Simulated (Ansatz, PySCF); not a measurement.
C2H12Si4, SMILES C1[SiH2][SiH2]C[SiH]1[SiH3].

Geometry optimised at PBE-D3(BJ)/def2-SVP. The structure was generated by enumeration, and PubChem lists no compound with its InChIKey, so it may never have been made. Other conformers were not sampled.

Vertical ionisation energy (IE) and electron affinity (EA) in eV. Rows of orbital energies are one-electron estimates. Where ΔSCF, EOM or ADC give a negative EA the extra electron is unbound and the value depends on the basis.

| level | IE | EA |
|---|---|---|
| −ε(HOMO), −ε(LUMO), CAM-B3LYP/def2-TZVP (PySCF) | 8.91 | -0.74 |
| −ε(HOMO), −ε(LUMO), PBE/def2-TZVP (PySCF) | 6.60 | 1.08 |
| ΔSCF, CAM-B3LYP/def2-SVPD (Ansatz), final states of multiplicity 2 and 2 | 9.49 | -1.22 |
| ΔSCF, PBE/def2-SVPD (Ansatz), final states of multiplicity 2 and 2 | 8.90 | -0.76 |

### Question
What vertical singlet–triplet gap does ΔSCF give with CAM-B3LYP/def2-SVPD (Ansatz, an electronic-structure program) and with PBE/def2-SVPD (Ansatz)? (Estimate from the structure and the level; the computed values follow.)

### Answer
5.87 and 5.32 eV (triplet above singlet where positive).
